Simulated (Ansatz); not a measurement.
Relaxation of BCl$_{2}$H$_{2}$S (6 atoms, charge 1, multiplicity 1), to a largest force component of 0.015 eV/Å in at most 40 steps.

Level of theory: Ansatz, RKS LDA/def2-SVP.

```xyz
6
Properties=species:S:1:pos:R:3:forces:R:3
S 0.225 1.123 -0.550 -1.06 -0.66 0.98
B 0.274 -0.901 0.120 -0.35 1.49 -0.29
Cl -0.992 -1.316 1.116 -0.41 -0.03 0.28
Cl 1.572 -1.741 -0.458 0.91 -0.71 -0.37
H 0.445 0.868 -1.851 0.12 -0.21 -0.77
H 1.521 1.397 -0.321 0.78 0.12 0.16
```

**Question.** Where does it end, and by what steps?

**Answer.** The forces met the threshold. The force dipped under the threshold on the way, but the program's further checks kept it going. Limits of this set-up: the dipole of an ion depends on the origin. After 15 steps the energy has fallen by 0.237 eV; H5 moved furthest, 1.07 Å.

```tsv
step	energy less start (eV)	largest force component (eV/Å)	accepted
0	0.0000	1.487	yes
1	-0.0849	1.104	yes
2	-0.1338	0.422	yes
3	-0.1409	0.120	yes
4	-0.1430	0.012	yes
5	-0.1440	0.053	yes
6	-0.1320	0.614	no
7	-0.1491	0.093	yes
8	-0.1519	0.275	yes
9	-0.1747	0.169	yes
10	-0.1790	0.541	yes
11	-0.2210	0.155	yes
12	-0.2308	0.269	yes
13	-0.2343	0.146	yes
14	-0.2371	0.021	yes
15	-0.2372	0.004	yes
```

```xyz
6
Properties=species:S:1:pos:R:3
S 0.617 1.068 -0.268
B 0.422 -0.828 0.105
Cl -1.175 -1.367 0.270
Cl 1.870 -1.675 0.328
H -0.359 1.212 -1.227
H 1.670 1.020 -1.153
```

Whether the end is a true minimum wasn't checked by a vibrational analysis.

The run took 17 s on 1 CPU thread of a shared host.
